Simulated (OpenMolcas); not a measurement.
**Mn2+: effect of the basis set**

| Property | Result |
| --- | --- |
| Program | OpenMolcas 26.06 |
| Method | MS-CASPT2, IPEA 0.25 Eh, imaginary shift 0.1 Eh (closed shells correlated: 3s 3p) |
| Active space | 5 electrons in 6 orbitals (3d 4s) |
| State averaging | 2S+1 = 6 even, 6 roots; 2S+1 = 4 even, 59 roots kept (CI in the orbitals of an earlier block); 2S+1 = 2 even, 101 roots kept (CI in the orbitals of an earlier block) |
| Spin-orbit coupling | RASSI with atomic mean-field integrals over the reference wave functions, term energies averaged over their components |

A. ANO-R2 [7s4p4d2f1g], X2C, finite nucleus; CASPT2 step of the order of 70 core-seconds
B. ANO-RCC-VQZP [7s6p4d3f2g1h], DKH2, point nucleus; CASPT2 step roughly 100 core-seconds
C. ANO-R3 [8s5p5d3f2g1h], X2C, finite nucleus; CASPT2 step roughly 110 core-seconds

Energies in cm⁻¹ above 3d⁵ ⁶S_5/2, the measured ground level; measured values from Corliss and Sugar, J. Phys. Chem. Ref. Data 6, 1253 (1977).

| Level | A | B | C | Measured |
| --- | --- | --- | --- | --- |
| 3d⁵ ⁶S_5/2 | 0.0 | 0.0 | 0.0 | 0.0 |
| 3d⁵ ⁴G_5/2 | 27290 | 26710 | 26630 |  |
| 3d⁵ ⁴G_7/2 | 27310 | 26730 | 26660 | 26860 |
| 3d⁵ ⁴G_11/2 | 27310 | 26740 | 26660 |  |
| 3d⁵ ⁴G_9/2 | 27320 | 26740 | 26670 |  |
| 3d⁵ ⁴P_5/2 | 29720 | 29170 | 29090 | 29168 |
| 3d⁵ ⁴P_3/2 | 29770 | 29230 | 29140 |  |
| 3d⁵ ⁴P_1/2 | 29830 | 29280 | 29200 |  |
| 3d⁵ ⁴D_7/2 | 32470 | 31920 | 31830 | 32307 |
| 3d⁵ ⁴D_1/2 | 32530 | 31980 | 31890 | 32369 |
| 3d⁵ ⁴D_3/2 | 32570 | 32020 | 31940 |  |
| 3d⁵ ⁴D_5/2 | 32580 | 32030 | 31950 | 32384 |
| 3d⁵ ²I_11/2 | 40260 | 39350 | 39230 | 39174 |
| 3d⁵ ²I_13/2 | 40310 | 39400 | 39280 | 39176 |
| 3d⁵ ²D_5/2(1) | 41990 | 41180 | 41060 | 41238 |
| 3d⁵ ²D_3/2(1) | 42350 | 41560 | 41430 | 41570 |
| 3d⁵ ²F_7/2(1) | 43600 | 42750 | 42670 | 42606 |
| 3d⁵ ⁴F_9/2 | 44030 | 43310 | 43210 | 43573 |
| 3d⁵ ⁴F_7/2 | 44060 | 43340 | 43240 | 43602 |
| 3d⁵ ⁴F_3/2 | 44190 | 43460 | 43370 | 43675 |
| 3d⁵ ²H_9/2 | 47630 | 46690 | 46550 | 46516 |
| 3d⁵ ²H_11/2 | 47910 | 46960 | 46820 | 46671 |
| 3d⁵ ²G_7/2 | 48540 | 47660 | 47540 | 47842 |
| 3d⁵ ²G_9/2 | 48780 | 47880 | 47760 | 48005 |

Deviations, from unrounded energies. A percentage is the sum of absolute deviations over the sum of measured energies, with the sign that they share, or ± where signs differ.

| Against measurement | Levels | A | B | C |
| --- | --- | --- | --- | --- |
| mean absolute deviation (cm-1) | 17 | 680 | 200 | 230 |
| other terms of the ground configuration (%) | 17 | +1.7 | ±0.5 | ±0.6 |

B lies closest to measurement on these levels and A furthest from it. The largest miss of B in the table is 3d⁵ ⁴D_1/2, by -390 cm-1. The ranking rests on the paired levels alone, and a cruder setting can come out closer through cancelling errors.

The two smallest mean deviations differ by little beside CASPT2's spread within terms, so their order carries little weight.

Among A to C the level of the table that moves most is 3d⁵ ²H_11/2, by 1100 cm-1 (lowest in C, highest in A). Moves below CASPT2's spread within the term are not significant.

CASPT2 does not keep the components of a term degenerate, so their means are used; among the terms shown or strongly mixed into the levels shown the widest spread is 330 cm-1 (3d⁵ ⁴F, B). Over all roots computed the reference weight is 0.88 to 0.95 in A, 0.88 to 0.94 in B, 0.87 to 0.94 in C; the roots of lowest weight are the least certain, and an intruder state may touch them. Blocks of more than 70 roots (2S+1 = 2 even) ran without multistate coupling. Terms from blocks run as CI alone lack orbitals of their own. Computed and measured levels are paired by configuration, term and J; levels that our copy of the source lacks, or whose pairing is in doubt (as where it misses far off the trend of its configuration), stay unpaired and out of the deviations. Only configurations of the active space appear. Levels that lie high or do not pair safely by name in every column are left out.

A number in round brackets counts repeated terms of one configuration in the order of the reference energies.
